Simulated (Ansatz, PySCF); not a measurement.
CH₂O₃, SMILES O=C(O)O.

Coordinates come from a B3LYP-D3(BJ)/def2-SVP optimisation. Other conformers were not sampled.

Vertical ionisation energy (IE) and electron affinity (EA) in eV. Rows of orbital energies are one-electron estimates. Where ΔSCF, EOM or ADC give a negative EA the extra electron is unbound and the value depends on the basis.

```tsv
level	IE	EA
−ε(HOMO), −ε(LUMO), M06-2X/def2-TZVPD (PySCF)	10.61	0.12
−ε(HOMO), −ε(LUMO), PBE/def2-TZVPD (PySCF)	7.04	0.95
ADC(2)/aug-cc-pVDZ (PySCF)	[?]	[?]
ΔSCF, CAM-B3LYP/def2-SVPD (Ansatz), final states of multiplicity 2 and 2	11.81	-1.27
ΔSCF, PBE/def2-SVPD (Ansatz), final states of multiplicity 2 and 2	11.38	-1.02
```

Question: What belongs in the gaps? (An estimate is asked for; the answer gives what the named calculation found.)

Answer: 
- ADC(2)/aug-cc-pVDZ (PySCF), IE: 10.29
- ADC(2)/aug-cc-pVDZ (PySCF), EA: -0.62

Question: What vertical singlet–triplet gap does ΔSCF give with CAM-B3LYP/def2-SVPD (Ansatz, a program for electronic structure) and with PBE/def2-SVPD (Ansatz)? (Estimate from the structure and the level; the computed values follow.)

Answer: 6.61 and 6.61 eV (triplet above singlet where positive).

Computed lowest 1s main lines (those of the lightest heavy element) from CVS-ADC(2)-x/aug-cc-pVDZ (PySCF, non-relativistic), with pole strengths:
298.9 eV (1.53).

Question: Beyond the first one, list the lowest photoelectron lines from ADC(2)/aug-cc-pVDZ (PySCF) with their pole strengths (two spins summed). (Estimate from the structure and the level; the computed values follow.)

Answer: 11.39 eV (1.75), 12.28 eV (1.75), 13.69 eV (1.74), 15.31 eV (1.74), 16.19 eV (1.74).
